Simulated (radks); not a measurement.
Isoelectronic series with 39 electrons, all held in the configuration [Kr] 4d1 5s2, which need not be the ground one along the series. Calculated with a radial shooting solver on a logarithmic mesh with Libxc functionals: scalar-relativistic Kohn-Sham, r2SCAN, spin-polarised, spherical densities, finite nucleus; open shells are filled with parallel spins first (spin-orbit coupling, left out, can overturn this in heavy ions); meta-GGA in the generalised Kohn-Sham scheme; Fermi nuclear charge, rms radius of each element as measured or else 0.836 A^(1/3) + 0.57 fm. Total energies (hartree) and orbital eigenvalues (eV) (* marks an orbital that is empty in some or all of the ions):

| ion | E (hartree) | 4d down* | 5s down | 5s up | 4d up | 4p down |
|---|---|---|---|---|---|---|
| Zr+ | -3598.76202 | -11.3879 | -10.8855 | -11.3223 | -12.3795 | -42.6460 |
| Nb2+ | -3819.11944 | -23.9162 | -19.6679 | -20.0910 | -25.0444 | -59.6559 |
| Mo3+ | -4046.76894 | -38.9073 | -30.0142 | -30.4300 | -40.1511 | -79.0271 |
| Tc4+ | -4281.72876 | -56.1173 | -41.8011 | -42.2154 | -57.4673 | -100.5570 |
| Ru5+ | -4524.01680 | -75.4135 | -54.9580 | -55.3752 | -76.8645 | -124.1381 |
| Rh6+ | -4773.66270 | -96.7129 | -69.4398 | -69.8630 | -98.2612 | -149.7042 |
| Pd7+ | -5030.69322 | -119.9586 | -85.2155 | -85.6473 | -121.6017 | -177.2114 |
| Ag8+ | -5295.14209 | -145.1095 | -102.2635 | -102.7057 | -146.8454 | -206.6287 |
| Cd9+ | -5567.04022 | -172.1346 | -120.5679 | -121.0219 | -173.9620 | -237.9336 |
| In10+ | -5846.42915 | -201.0102 | -140.1173 | -140.5844 | -202.9277 | -271.1096 |
| Sn11+ | -6133.34285 | -231.7174 | -160.9035 | -161.3845 | -233.7241 | -306.1444 |
| Sb12+ | -6427.82363 | -264.2412 | -182.9208 | -183.4165 | -266.3363 | -343.0289 |
| Te13+ | -6729.91040 | -298.5693 | -206.1651 | -206.6762 | -300.7522 | -381.7565 |
| I14+ | -7039.65411 | -334.6919 | -230.6346 | -231.1615 | -336.9619 | -422.3223 |
